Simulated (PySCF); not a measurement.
Compound: C5H13BN2.
Geometry (PBE0-D3(BJ)/def2-SVP, Å), atoms numbered from 1 in this order:
```
atom  x, y, z in Å
C1    -2.5112   -0.6152    0.5874
C2    -2.1798    0.6406   -0.2062
C3    -1.0067    0.4538   -1.1682
B4     0.3893    0.1689   -0.4857
N5     0.7834    0.5420    0.8312
C6     2.0825   -0.0180    1.1471
C7     2.6791   -0.3380   -0.2339
N8     1.5109   -0.4766   -1.0804
H9    -1.6417   -0.9533    1.1738
H10   -2.7931   -1.4437   -0.0827
H11   -3.3472   -0.4528    1.2854
H12   -3.0775    0.9664   -0.7596
H13   -1.9523    1.4674    0.4911
H14   -0.8862    1.3627   -1.7869
H15   -1.2359   -0.3541   -1.8865
H16    0.1753    0.8197    1.5866
H17    2.7256    0.6758    1.7146
H18    1.9933   -0.9449    1.7486
H19    3.3009   -1.2489   -0.2037
H20    3.3342    0.4917   -0.5687
H21    1.6384   -0.6765   -2.0613
```

Level: PBE0/def2-SVPD in PySCF, non-relativistic, on one gas-phase PBE0-D3(BJ)/def2-SVP geometry that isn't relaxed in the solvent. The solvent is an IEF-PCM continuum (cavity from Bondi-type radii × 1.2), and excitations are vertical TDDFT with non-equilibrium linear response and a frozen core. The model holds no explicit solvent molecules, cavitation or dispersion.

Gas-phase singlets (H = HOMO, L = LUMO):

```tsv
state	E (eV)	λ (nm)	f	leading configurations
S1	5.357	231	0.001	H→L 97%
S2	6.158	201	0.001	H→L+2 46%, H→L+1 45%
S3	6.279	197	0.002	H→L+2 50%, H→L+1 45%
S4	6.615	187	0.045	H→L+3 91%
S5	6.860	181	0.025	H→L+4 86%
```

Q: Give the list for acetone (ε = 20.49), n² = 1.85.

A: 
```json
{"state": "S1", "E (eV)": "5.396", "λ (nm)": "230", "f": "0.000", "leading configurations": "H→L 97%", "change by rank (eV)": "+0.039"}
{"state": "S2", "E (eV)": "6.320", "λ (nm)": "196", "f": "0.004", "leading configurations": "H→L+1 57%, H→L+2 30%", "change by rank (eV)": "+0.162"}
{"state": "S3", "E (eV)": "6.358", "λ (nm)": "195", "f": "0.003", "leading configurations": "H→L+2 62%, H→L+1 33%", "change by rank (eV)": "+0.079"}
{"state": "S4", "E (eV)": "6.620", "λ (nm)": "187", "f": "0.064", "leading configurations": "H→L+3 97%", "change by rank (eV)": "+0.005"}
{"state": "S5", "E (eV)": "6.867", "λ (nm)": "181", "f": "0.037", "leading configurations": "H→L+4 88%", "change by rank (eV)": "+0.007"}
```

Q: The ground-state energy changes by -0.140 eV from gas to acetone. By how much does the total energy of gas-phase S1 change?

A: E(S1) = E(S0) + excitation energy, so it changes by -0.140 + 0.039 = -0.101 eV: it is lowered less than the ground state, which is what a blue shift means. This is the vertical state, with the slow part of the continuum still set for S0.

Q: How do the frontier levels move from gas to acetone?

A: 
```
orbital  gas (eV)  solvent (eV)  change (eV)
 LUMO+2      1.26          1.41        +0.15
 LUMO+1      1.16          1.27        +0.11
   LUMO      0.44          0.51        +0.07
   HOMO     -6.07         -6.04        +0.03
 HOMO-1     -7.91         -7.89        +0.02
 HOMO-2     -8.37         -8.34        +0.03
 HOMO-3     -9.10         -9.06        +0.04
```

The HOMO–LUMO gap goes from 6.51 to 6.55 eV.

Time: 1.9 min; peak memory 1.2 GiB. Hardware: an Intel Xeon at 2.50 GHz with one thread, no GPU, shared host. This is the whole response run at PBE0/def2-SVPD in acetone, SCF included.
